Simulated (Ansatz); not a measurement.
Butyl acetate (`CCCCOC(C)=O`), 20 atoms. Total charge 0; spin multiplicity 1. Hardware: A = 2 threads of an AMD EPYC 7R13 on a shared host; B = 2 threads of an AMD EPYC 7R13 on a shared host and a share of an NVIDIA H100 80 GB. Correlated methods freeze the cores.

**Question.** How many basis functions does each run have, and how long does it take in Ansatz? RKS ωB97M-V/def2-SVP energy [A]; RKS PBE0-D4/def2-SVP energy [A]; RKS PBE0-D4/def2-TZVP relaxation (9 steps) [B]; RKS PBE0-D4/def2-QZVPP energy [B]; RHF-CCSD(T)/def2-SVP energy [B]; RHF-MP2/def2-QZVPP energy [B]; direct RPA on PBE orbitals/def2-TZVPP energy [B]; RKS PBE-D4/def2-TZVPP energy and forces [B]; RKS ωB97M-V/def2-TZVPP energy and forces [B]; RKS CAM-B3LYP-D4/def2-TZVPP energy [B]; RHF-CCSD(T)/def2-TZVPP energy [B]; RKS HSE06 (plane-wave form)-D4/def2-TZVPP energy [B]. (An estimate is asked.)

**Answer.** The calculation gave: Other jobs shared the machine, so times are rough.

```tsv
level	job	functions	wall time	peak host memory (GiB)
RKS PBE0-D4/def2-SVP	energy [A]	172	4.2 s	0.54
RHF-CCSD(T)/def2-SVP	energy [B]	172	5 s	0.77
RKS CAM-B3LYP-D4/def2-TZVPP	energy [B]	416	5.5 s	0.9
RKS PBE-D4/def2-TZVPP	energy and forces [B]	416	6 s	0.89
direct RPA on PBE orbitals/def2-TZVPP	energy [B]	416	6.5 s	1.9
RKS PBE0-D4/def2-QZVPP	energy [B]	816	7.5 s	1.3
RKS HSE06 (plane-wave form)-D4/def2-TZVPP	energy [B]	416	8.5 s	1
RKS ωB97M-V/def2-TZVPP	energy and forces [B]	416	10 s	1
RHF-MP2/def2-QZVPP	energy [B]	816	12 s	1.5
RKS ωB97M-V/def2-SVP	energy [A]	172	12 s	0.71
RKS PBE0-D4/def2-TZVP	relaxation (9 steps) [B]	320	25 s	0.92
RHF-CCSD(T)/def2-TZVPP	energy [B]	416	31 s	1.8
```
